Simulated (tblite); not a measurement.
Record of a relaxation.

C₅H₁₁B₂ClO.
Atom-mapped SMILES: `[CH3:1][B:2]([CH3:3])[O:4][B:5]([Cl:6])[CH:7]1[CH2:8][CH2:9]1` (hydrogens: H10, H11, H12 on C1; H13, H14, H15 on C3; H16 on C7; H17, H18 on C8; H19, H20 on C9)

Computed with GFN2-xTB (tblite), gas phase: L-BFGS steps from a force-field or distance-geometry start until the largest atomic force falls under 0.01 eV/Å. 6 of its 207 geometries are shown.

Step 0: E = -746.5513 eV, largest atomic force 4.038 eV/Å
```
atom  x, y, z in Å  |  force x, y, z in eV/Å
C1     -2.466    1.131   -0.097   -1.226  -0.426  -1.212
B2     -1.565   -0.165   -0.230    0.727  -0.610   2.925
C3     -2.369   -1.538   -0.060   -0.601   0.437  -0.598
O4     -0.201   -0.211    0.230   -0.485   2.827  -2.842
B5      0.611    0.934   -0.078   -0.161  -0.931   2.958
Cl6     0.029    2.623    0.427    0.547  -1.132  -0.721
C7      2.191    0.732    0.070   -0.597   0.413  -0.220
C8      2.614   -0.590    0.693   -1.145  -0.637  -0.611
C9      2.885   -0.313   -0.764    1.306  -0.282   0.604
H10    -2.601    1.413    0.963    0.397   0.120  -0.762
H11    -2.126    1.940   -0.749   -0.221   0.171   0.636
H12    -3.496    0.851   -0.466    0.845   0.474   0.379
H13    -2.334   -1.883    0.989    0.309  -0.110  -0.848
H14    -3.448   -1.376   -0.294    0.757  -0.257   0.141
H15    -1.987   -2.246   -0.796   -0.102  -0.437   0.588
H16     2.816    1.600    0.335   -0.468  -0.375  -0.252
H17     1.736   -1.269    0.842    1.171   0.562   0.268
H18     3.422   -0.635    1.419   -0.376   0.078  -0.274
H19     2.317   -0.901   -1.494    0.543   0.508   0.256
H20     3.967   -0.087   -0.944   -1.220  -0.393  -0.415
```

Step 41: E = -748.0449 eV, largest atomic force 0.086 eV/Å
```
atom  x, y, z in Å  |  force x, y, z in eV/Å
C1     -2.648    1.178   -0.240   -0.008   0.022   0.022
B2     -1.640   -0.036   -0.111    0.021  -0.031  -0.004
C3     -2.166   -1.534   -0.057   -0.014  -0.051   0.023
O4     -0.300    0.138    0.011    0.038  -0.036   0.013
B5      0.649    1.033    0.249    0.028   0.009  -0.017
Cl6     0.232    2.701    0.641    0.014  -0.077   0.035
C7      2.170    0.657    0.223   -0.027   0.010  -0.038
C8      2.632   -0.710    0.698   -0.032   0.031   0.001
C9      2.697   -0.385   -0.749   -0.014  -0.018   0.030
H10    -2.723    1.650    0.739   -0.001   0.075   0.015
H11    -2.315    1.953   -0.925    0.045   0.014  -0.008
H12    -3.650    0.876   -0.525   -0.033  -0.002  -0.048
H13    -2.063   -1.934    0.950    0.061  -0.017   0.045
H14    -3.212   -1.635   -0.326   -0.033   0.029  -0.047
H15    -1.588   -2.187   -0.706    0.035  -0.005   0.008
H16     2.867    1.462    0.436   -0.029  -0.020  -0.019
H17     1.867   -1.397    1.030    0.025   0.004  -0.021
H18     3.546   -0.760    1.272   -0.039   0.029  -0.043
H19     1.984   -0.866   -1.403    0.014   0.060   0.009
H20     3.658   -0.196   -1.206   -0.051  -0.026   0.044
```

Step 82: E = -748.2022 eV, largest atomic force 0.196 eV/Å
```
atom  x, y, z in Å  |  force x, y, z in eV/Å
C1     -2.536    1.101   -0.796   -0.028   0.045   0.038
B2     -1.554    0.100   -0.041    0.032   0.036   0.036
C3     -1.847   -1.458    0.158   -0.018   0.023   0.049
O4     -0.456    0.612    0.485    0.142  -0.043  -0.024
B5      0.685    1.072    0.905   -0.028   0.046   0.066
Cl6     0.691    2.056    2.376   -0.011  -0.016  -0.048
C7      2.068    0.697    0.253   -0.149   0.109  -0.066
C8      2.513   -0.724    0.515   -0.001  -0.028   0.033
C9      2.114   -0.319   -0.862    0.102  -0.014   0.050
H10    -2.801    1.905   -0.108   -0.034  -0.034  -0.058
H11    -2.058    1.583   -1.647   -0.015  -0.070   0.001
H12    -3.455    0.635   -1.135    0.004   0.011  -0.056
H13    -1.730   -1.730    1.204    0.000  -0.038   0.050
H14    -2.845   -1.752   -0.151    0.035   0.006  -0.029
H15    -1.131   -2.069   -0.394   -0.068   0.092   0.001
H16     2.862    1.433    0.259   -0.015   0.026   0.006
H17     1.842   -1.333    1.100    0.003  -0.162  -0.059
H18     3.555   -0.892    0.731    0.076  -0.041  -0.005
H19     1.179   -0.688   -1.260    0.042   0.054   0.028
H20     2.900   -0.216   -1.596   -0.071  -0.004  -0.013
```

Step 124: E = -748.2775 eV, largest atomic force 0.069 eV/Å
```
atom  x, y, z in Å  |  force x, y, z in eV/Å
C1     -2.367    0.968   -0.978    0.036  -0.037   0.001
B2     -1.613   -0.002    0.040    0.023  -0.018  -0.005
C3     -2.252   -1.394    0.482    0.015  -0.012  -0.007
O4     -0.422    0.344    0.492   -0.035   0.026   0.000
B5      0.667    0.869    0.972   -0.029   0.052   0.035
Cl6     0.518    1.889    2.413   -0.016  -0.004  -0.028
C7      2.105    0.663    0.376   -0.027   0.002   0.047
C8      2.709   -0.725    0.313   -0.020  -0.007  -0.036
C9      2.308   -0.039   -0.946    0.024   0.022   0.028
H10    -2.841    1.776   -0.425   -0.038  -0.002   0.003
H11    -1.682    1.435   -1.680    0.058   0.034  -0.013
H12    -3.139    0.463   -1.550   -0.034   0.005   0.021
H13    -2.022   -1.653    1.513    0.018   0.015  -0.004
H14    -3.330   -1.419    0.357    0.016   0.010   0.012
H15    -1.842   -2.189   -0.140   -0.009  -0.022   0.002
H16     2.821    1.443    0.612    0.003   0.004  -0.044
H17     2.108   -1.548    0.668    0.027  -0.019  -0.037
H18     3.761   -0.815    0.542   -0.028  -0.036  -0.008
H19     1.428   -0.393   -1.464    0.019   0.010   0.026
H20     3.080    0.337   -1.600   -0.003  -0.025   0.007
```

Step 165: E = -748.3108 eV, largest atomic force 0.047 eV/Å
```
atom  x, y, z in Å  |  force x, y, z in eV/Å
C1     -2.153    0.755   -1.126    0.006   0.004  -0.003
B2     -1.522   -0.024    0.114    0.018   0.008   0.025
C3     -2.188   -1.363    0.662    0.011  -0.010  -0.007
O4     -0.425    0.447    0.671    0.005   0.015   0.002
B5      0.680    0.990    1.092   -0.008  -0.016   0.000
Cl6     0.579    2.185    2.386   -0.008  -0.013  -0.013
C7      2.090    0.638    0.496   -0.012   0.030   0.015
C8      2.430   -0.793    0.135    0.000  -0.010  -0.005
C9      2.191    0.193   -0.949   -0.005  -0.005  -0.022
H10    -2.901    1.467   -0.785   -0.025   0.005   0.040
H11    -1.404    1.326   -1.669    0.001   0.004  -0.030
H12    -2.651    0.087   -1.821   -0.007  -0.006  -0.039
H13    -1.754   -1.697    1.601   -0.009   0.009   0.017
H14    -3.260   -1.246    0.804    0.013   0.001   0.012
H15    -2.061   -2.168   -0.060   -0.001  -0.007  -0.008
H16     2.926    1.228    0.852   -0.001  -0.022   0.004
H17     1.677   -1.547    0.312   -0.004  -0.003   0.006
H18     3.439   -1.130    0.318    0.002   0.003   0.014
H19     1.272    0.112   -1.511    0.019   0.021   0.002
H20     3.030    0.551   -1.524    0.006  -0.011  -0.010
```

Step 206: E = -748.3192 eV, largest atomic force 0.009 eV/Å
```
atom  x, y, z in Å  |  force x, y, z in eV/Å
C1     -2.252    0.729   -1.152   -0.005   0.001   0.002
B2     -1.528    0.009    0.073    0.000  -0.001  -0.009
C3     -2.130   -1.324    0.708   -0.003  -0.004  -0.005
O4     -0.416    0.517    0.559    0.002   0.001   0.001
B5      0.687    1.014    1.037    0.003   0.001   0.002
Cl6     0.564    2.215    2.324    0.000   0.001   0.003
C7      2.111    0.597    0.526    0.004   0.002  -0.005
C8      2.365   -0.836    0.103   -0.002   0.004  -0.005
C9      2.308    0.229   -0.930   -0.001  -0.003   0.005
H10    -3.124    1.276   -0.796    0.000   0.000   0.000
H11    -1.607    1.446   -1.654   -0.003  -0.004   0.001
H12    -2.613    0.018   -1.890    0.003   0.002  -0.002
H13    -1.595   -1.638    1.600   -0.006  -0.002   0.007
H14    -3.178   -1.198    0.970    0.006  -0.003   0.001
H15    -2.089   -2.143   -0.007   -0.001   0.004   0.002
H16     2.957    1.092    0.989    0.001  -0.002   0.001
H17     1.540   -1.529    0.169   -0.001   0.002  -0.005
H18     3.322   -1.269    0.351    0.002   0.001   0.005
H19     1.444    0.267   -1.577    0.000  -0.002   0.003
H20     3.226    0.541   -1.405   -0.001  -0.001  -0.001
```

**Question.** Summarise the path.

**Answer.** The energy falls by 170.57 kJ/mol from step 0 to step 206; nine tenths of that is first reached at step 75. It falls at every step. The largest force goes from 4.038 to 0.009 eV/Å. Among the bonds O4–B5 changes most, from 1.437 to 1.301 Å; the atoms move by 1.163 Å rms after alignment.

**Question.** Follow the three bonds and two angles with the largest change from start to end.

**Answer.** 
| step | E above end (kJ/mol) | largest force (eV/Å) | O4–B5 (Å) | B2–O4 (Å) | B5–Cl6 (Å) | B2–O4–B5 (°) | H10–C1–H11 (°) |
| --- | --- | --- | --- | --- | --- | --- | --- |
| 0 | 170.57 | 4.038 | 1.437 | 1.441 | 1.856 | 116.1 | 114.9 |
| 9 | 39.65 | 0.298 | 1.330 | 1.361 | 1.768 | 136.3 | 105.2 |
| 18 | 31.73 | 0.160 | 1.330 | 1.365 | 1.766 | 139.2 | 106.5 |
| 27 | 29.18 | 0.067 | 1.327 | 1.363 | 1.764 | 139.5 | 105.9 |
| 36 | 27.65 | 0.113 | 1.328 | 1.361 | 1.758 | 141.6 | 105.4 |
| 45 | 25.97 | 0.081 | 1.326 | 1.356 | 1.756 | 144.7 | 106.0 |
| 54 | 24.84 | 0.123 | 1.325 | 1.353 | 1.753 | 144.8 | 106.2 |
| 63 | 23.30 | 0.148 | 1.321 | 1.347 | 1.754 | 148.2 | 105.9 |
| 72 | 18.60 | 0.318 | 1.311 | 1.326 | 1.762 | 165.0 | 106.4 |
| 81 | 11.96 | 0.186 | 1.300 | 1.320 | 1.770 | 174.8 | 106.0 |
| 90 | 9.27 | 0.090 | 1.299 | 1.320 | 1.764 | 174.0 | 106.4 |
| 99 | 8.37 | 0.103 | 1.299 | 1.318 | 1.767 | 174.9 | 106.6 |
| 107 | 6.49 | 0.124 | 1.299 | 1.318 | 1.773 | 177.7 | 105.8 |
| 116 | 4.83 | 0.071 | 1.301 | 1.321 | 1.770 | 172.0 | 106.5 |
| 125 | 3.91 | 0.093 | 1.299 | 1.320 | 1.772 | 170.7 | 106.5 |
| 134 | 3.42 | 0.046 | 1.300 | 1.319 | 1.768 | 171.0 | 106.7 |
| 143 | 2.15 | 0.123 | 1.300 | 1.318 | 1.766 | 174.2 | 106.9 |
| 152 | 1.10 | 0.058 | 1.301 | 1.316 | 1.761 | 172.1 | 106.7 |
| 161 | 0.93 | 0.038 | 1.301 | 1.317 | 1.762 | 172.4 | 106.8 |
| 170 | 0.64 | 0.046 | 1.301 | 1.316 | 1.765 | 173.8 | 107.1 |
| 179 | 0.30 | 0.043 | 1.300 | 1.316 | 1.764 | 176.9 | 107.0 |
| 188 | 0.16 | 0.026 | 1.301 | 1.316 | 1.765 | 179.3 | 107.5 |
| 197 | 0.09 | 0.023 | 1.301 | 1.316 | 1.764 | 179.0 | 107.2 |
| 206 | 0.00 | 0.009 | 1.301 | 1.316 | 1.765 | 179.7 | 107.2 |

What follows is the cost of the whole relaxation. Hardware: one thread, Arm Neoverse N1 (aarch64), shared host with 64 logical CPUs at a one-minute load of 54. Cost: 2.9 s.
